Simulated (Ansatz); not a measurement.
Relaxation of BFH6N2 (10 atoms, charge 0, multiplicity 1), to a largest force component of 0.03 eV/Å in at most 50 steps.

Level of theory: RKS B3LYP/6-31G* in Ansatz.

```xyz
10
Properties=species:S:1:pos:R:3
B 0.151 0.630 -0.360
H -0.030 -0.311 1.847
N 1.384 0.016 -0.660
H 1.426 -0.873 -1.136
H 2.283 0.454 -0.532
F -0.995 -0.005 -0.673
N 0.034 1.978 0.247
H 0.818 2.527 0.570
H -0.868 2.351 0.498
H -0.063 0.395 1.872
```

Task: Where does it end, and by what steps?

Result: The forces met the threshold. The force dipped under the threshold on the way, but the program's further checks kept it going. After 18 steps the energy has fallen by 0.360 eV; H2 moved furthest, 1.51 Å.

| step | energy less start (eV) | largest force component (eV/Å) | accepted |
| --- | --- | --- | --- |
| 0 | 0.0000 | 2.068 | yes |
| 1 | -0.2022 | 0.740 | yes |
| 2 | -0.2803 | 0.358 | yes |
| 3 | -0.3129 | 0.169 | yes |
| 4 | -0.3243 | 0.098 | yes |
| 5 | -0.3359 | 0.073 | yes |
| 6 | -0.3280 | 0.777 | no |
| 7 | -0.3422 | 0.074 | yes |
| 8 | -0.3444 | 0.316 | yes |
| 9 | -0.3526 | 0.041 | yes |
| 10 | -0.3531 | 0.242 | yes |
| 11 | -0.3549 | 0.148 | yes |
| 12 | -0.3577 | 0.097 | yes |
| 13 | -0.3587 | 0.011 | yes |
| 14 | -0.3594 | 0.046 | yes |
| 15 | -0.3597 | 0.029 | yes |
| 16 | -0.3600 | 0.040 | yes |
| 17 | -0.3601 | 0.026 | yes |
| 18 | -0.3602 | 0.030 | yes |

```xyz
10
Properties=species:S:1:pos:R:3
B 0.206 0.716 -0.755
H -0.214 -0.005 3.318
N 1.457 0.150 -1.102
H 1.523 -0.584 -1.790
H 2.324 0.355 -0.632
F -0.892 0.290 -1.423
N 0.027 1.696 0.257
H 0.781 2.140 0.756
H -0.875 2.122 0.412
H -0.196 0.282 2.630
```

Whether the end is a true minimum wasn't checked by a vibrational analysis.

The run took 39 s on 1 thread of Arm Neoverse V2, with other jobs on the host, peak memory 0.15 GiB.
